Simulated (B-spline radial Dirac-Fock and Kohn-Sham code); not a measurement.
ΔSCF core binding energies without Breit or QED terms, calculated with an atomic code on a B-spline grid.

A sound run for the Os atom, configuration 1s2 2s2 2p6 3s2 3p6 3d10 4s2 4p6 4d10 4f14 5s2 5p6 5d6 6s2: The ground state converged in 11 iterations, with total energy -17271.04038 Ha, virial ratio 1.88166 and highest orbital energy -7.87 eV. ΔSCF binding energies: K (1s) 74260.0 eV, L3 (2p3/2) 10913.1 eV, M5 (3d5/2) 1974.3 eV.

A second run, with one unsound setting: The ground state converged in 10 iterations, with total energy -17268.48141 Ha, virial ratio 1.88103 and highest orbital energy 19.65 eV. ΔSCF binding energies: K (1s) 74241.4 eV, L3 (2p3/2) 10894.8 eV, M5 (3d5/2) 1956.4 eV.

```
iter   energy (Ha)        error
   1   -17266.44896555  2.20e+00
   2   -17267.14468489  3.09e-01
   3   -17268.46832531  4.75e-02
   4   -17268.48045325  9.49e-03
   5   -17268.48135300  1.83e-03
   6   -17268.48140687  4.20e-04
   7   -17268.48140933  4.59e-04
   8   -17268.48141127  5.13e-05
   9   -17268.48141129  1.55e-06
  10   -17268.48141129  1.21e-07
```

**Question.** Which fault fits the second run best?
A. box too small
B. tolerance below the noise
C. damping too heavy
D. too few iterations

**Answer.** A. The input had rmax = 3.0: rmax squeezes the outer orbitals.
